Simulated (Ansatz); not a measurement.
## Ligand exchange: GaH2Cl + InH2(NH2) → GaH2(NH2) + InH2Cl

Species: GaH2Cl `[Cl][GaH2]`, singlet; InH2(NH2), singlet; GaH2(NH2), singlet; InH2Cl `[Cl][InH2]`, singlet. The partners trade Cl for NH2: Ga–Cl and In–NH2 bonds give way to Ga–NH2 and In–Cl.

Shapes, held fixed at every level: PBE0-D4/def2-TZVP. Programs: Ansatz 0.2.0. The zero-point and thermal change to 298 K, harmonic and unscaled (PBE0-D4/def2-TZVP), is +1.4 kJ/mol.

```tsv
level	kind	ΔH(298 K) (kJ/mol)	less CCSD(T)/def2-TZVPP	CPU time (sum over the molecules)
SPW92/def2-TZVPP	LDA	-33.5	-1.0	5.3 s
PBE-D4/def2-TZVPP	GGA	-32.4	+0.1	9.5 s
PBE0-D4/def2-TZVPP	global hybrid	-33.8	-1.3	9.9 s
r2SCAN0-D4/def2-TZVPP	global hybrid	-35.7	-3.2	18 s
wB97M-V/def2-TZVPP	range-separated hybrid	-32.8	-0.3	35 s
MP2/def2-SVP	perturbation theory	-37.6	-5.1	–
MP2/def2-TZVPP	perturbation theory	-32.2	+0.3	–
CCSD(T)/def2-TZVPP	coupled cluster or CI	-32.5	0.0	44 s
```

The highest level, CCSD(T)/def2-TZVPP, gives ΔH(298 K) = -32.5 kJ/mol; the levels span -37.6 to -32.2. The column of differences is taken from that level and isn't an error. No measured value is set beside it here. For atoms past krypton def2 sets carry core potentials with scalar relativity. Relativity is left out for Ga. Outer-core shells of Ga, In are correlated in most correlated rows, in sets that cover them unevenly. Times are processor times on shared x86 and Arm servers, and rough.
